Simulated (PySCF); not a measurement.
## Fine-structure interval of Te²¹⁺ by level of theory

Te²¹⁺ [Ar] 3d10 4s2 4p1 [4p1/2^1, M_J = 1/2] → Te²¹⁺ [Ar] 3d10 4s2 4p1 [4p3/2^1, M_J = 3/2], as a difference of total energies. All numbers are calculated (PySCF 2.14, the two-component X2C-1e Hamiltonian, in an uncontracted even-tempered set (17 s from 1.4 bohr⁻², ratio 2.8; 13 p from 1.8 bohr⁻², ratio 2.8; 8 d from 3.2 bohr⁻², ratio 2.8; 4 f from 8.9 bohr⁻², ratio 3)). Correlated levels: [Ne] frozen; the 74 highest virtual spinors dropped. "Screened" scales the spin-orbit matrix elements by Boettger's factors to mimic the two-electron term; Breit and QED terms are absent.

```csv
method,fine-structure interval (cm⁻¹)
GHF (screened spin-orbit),117820
GMP2 (screened spin-orbit),116310
GHF (bare spin-orbit),122710
```
